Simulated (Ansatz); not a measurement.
Basis-set extrapolation for `FC(F)CC(F)(F)C(F)(F)F` (PBE0-D4/def2-TZVP geometry, frozen core, Ansatz). Multiplicity 1, RHF reference.

```json
{"": "HF", "def2-TZVPP": "-849.675597", "def2-QZVPP": "-849.711664"}
{"": "MP2 correlation", "def2-TZVPP": "-2.373873", "def2-QZVPP": "-2.585909"}
{"": "CCSD(T) correlation", "def2-TZVPP": "-2.475033", "def2-QZVPP": "not run"}
```

Energies in hartree. Use E(X) = E(∞) + A·exp(−7.88·√X) for Hartree–Fock and E(X) = E(∞) + B·X^(−2.97) for correlation, with X = 3 and 4, and add CCSD(T) minus MP2 of the smaller set to the MP2 limit.

Q: What is the CCSD(T) energy at the basis-set limit?

A: HF limit: -849.711664 + (-0.036067) × 0.13774 = -849.71663. MP2 limit: -2.585909 + (-0.212036) × 0.74074 = -2.74297. Higher-order term: -2.475033 − (-2.373873) = -0.10116. Total: -852.56076 hartree, 257.4 kcal/mol below CCSD(T)/def2-TZVPP.
